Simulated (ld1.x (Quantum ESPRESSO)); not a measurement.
# Reading a pseudo-wave (Mg)

Columns: radius, all-electron u(r) and pseudo u(r) of the 3s shell (level -4.74 eV) of magnesium in the configuration [He] 2s2 2p6 3s2 3p0; PW91, scalar-relativistic, PAW scheme, ld1.x (Quantum ESPRESSO) 7.5.

| r (bohr) | all-electron | pseudo |
| --- | --- | --- |
| 0.138 | 0.0583 | 0.0531 |
| 0.275 | -0.1396 | 0.1054 |
| 0.413 | -0.2361 | 0.1571 |
| 0.550 | -0.2276 | 0.2071 |
| 0.688 | -0.1570 | 0.2558 |
| 0.825 | -0.0588 | 0.3019 |
| 0.963 | 0.0478 | 0.3459 |
| 1.100 | 0.1500 | 0.3867 |
| 1.238 | 0.2436 | 0.4248 |
| 1.375 | 0.3247 | 0.4592 |
| 1.513 | 0.3939 | 0.4904 |
| 1.650 | 0.4505 | 0.5176 |
| 1.788 | 0.4967 | 0.5412 |
| 1.925 | 0.5328 | 0.5607 |
| 2.062 | 0.5601 | 0.5762 |
| 2.200 | 0.5796 | 0.5877 |
| 2.338 | 0.5918 | 0.5952 |
| 2.475 | 0.5976 | 0.5986 |
| 2.613 | 0.5978 | 0.5979 |
| 2.750 | 0.5933 | 0.5933 |
| 2.888 | 0.5847 | 0.5847 |
| 3.025 | 0.5728 | 0.5728 |
| 3.162 | 0.5582 | 0.5582 |
| 3.300 | 0.5413 | 0.5413 |
| 3.438 | 0.5226 | 0.5226 |
| 3.575 | 0.5028 | 0.5028 |

Task: How many radial nodes do the two functions have?

Result: The all-electron 3s function has n − l − 1 = 2; the pseudo-wave has 0, since the states of the same l below it are removed with the core.

Task: At about which radius was the pseudo-wave matched?

Result: 2.75 bohr, where the columns begin to agree (steps of 0.14 bohr).

Task: Is the pseudo-wave norm-conserving?

Result: No, it belongs to a PAW set: the norm inside the radius is not constrained, and the difference is carried by the augmentation charge.
